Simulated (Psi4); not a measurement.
C₆H₄Cl (SMILES Clc1cc[c]cc1), doublet, geometry from GFN2-xTB. Base run: CCSD(T)/STO-3G in Psi4 1.11.

Psi4 was given this input:
```
memory 2 GB

molecule {
0 2
Cl   -1.23158168    1.78779842    0.11037424
C    -0.24903294    0.36150318    0.02231831
C    -0.86478632   -0.87848864   -0.02994881
C    -0.07467049   -2.02421734   -0.10069720
C     1.27785936   -1.85497640   -0.11452164
C     1.91899080   -0.65304962   -0.06459062
C     1.13002066    0.49346705    0.00617853
H    -1.94095717   -0.95740572   -0.01614208
H    -0.53509881   -2.99895891   -0.14217376
H     2.99461806   -0.57134804   -0.07824815
H     1.58803999    1.46971016    0.04777049
}

set {
  basis sto-3g
  reference uhf
}

energy('ccsd(t)')
print_variables()
```

Each row names what was changed in the base input (with any setting that the change needs).

```json
[
 {"change": "base", "ΔE vs base (mEh)": "0.000", "MP2 correlation (Eh)": "-0.33370", "basis functions": "43", "core-seconds (rough)": "20", "outcome": "converged"},
 {"change": "method = omp2", "ΔE vs base (mEh)": "[?]", "MP2 correlation (Eh)": "-0.33366", "basis functions": "43", "core-seconds (rough)": "10", "outcome": "converged"},
 {"change": "scf_type = pk; mp2_type = conv", "ΔE vs base (mEh)": "0.000", "MP2 correlation (Eh)": "-0.33370", "basis functions": "43", "core-seconds (rough)": "30", "outcome": "converged"},
 {"change": "cc_type = df", "ΔE vs base (mEh)": "-", "MP2 correlation (Eh)": "-", "basis functions": "-", "core-seconds (rough)": "-", "outcome": "input refused"},
 {"change": "method = scs-mp2", "ΔE vs base (mEh)": "81.140", "MP2 correlation (Eh)": "-0.33370", "basis functions": "43", "core-seconds (rough)": "4", "outcome": "converged"},
 {"change": "method = mp2.5", "ΔE vs base (mEh)": "62.608", "MP2 correlation (Eh)": "-0.33366", "basis functions": "43", "core-seconds (rough)": "5", "outcome": "converged"},
 {"change": "method = ccsd", "ΔE vs base (mEh)": "10.003", "MP2 correlation (Eh)": "-0.33370", "basis functions": "43", "core-seconds (rough)": "10", "outcome": "converged"},
 {"change": "method = mp3", "ΔE vs base (mEh)": "40.223", "MP2 correlation (Eh)": "-0.33366", "basis functions": "43", "core-seconds (rough)": "5", "outcome": "converged"},
 {"change": "method = mp2", "ΔE vs base (mEh)": "[?]", "MP2 correlation (Eh)": "-0.33366", "basis functions": "43", "core-seconds (rough)": "5", "outcome": "converged"},
 {"change": "puream = on", "ΔE vs base (mEh)": "0.000", "MP2 correlation (Eh)": "-0.33370", "basis functions": "43", "core-seconds (rough)": "30", "outcome": "converged"}
]
```

### Question
Complete the blanks.

### Answer

- method = omp2, ΔE vs base (mEh): 75.238
- method = mp2, ΔE vs base (mEh): 84.993

Open shells are given as the SCF converged; they aren't shown to be the lowest states, and a large step between rows can be another state.

- cc_type = df: ended with `psi4.driver.p4util.exceptions.MissingMethodError: Method=ccsd(t) is not available for any derivative level under conditions CC_TYPE=DF, REFERENCE=UHF, FREEZE_CORE=FALSE, QC_MODULE=(auto). See https://psicode.org/psi4manual/master/introduction.html#ss-ccsd-prt-`
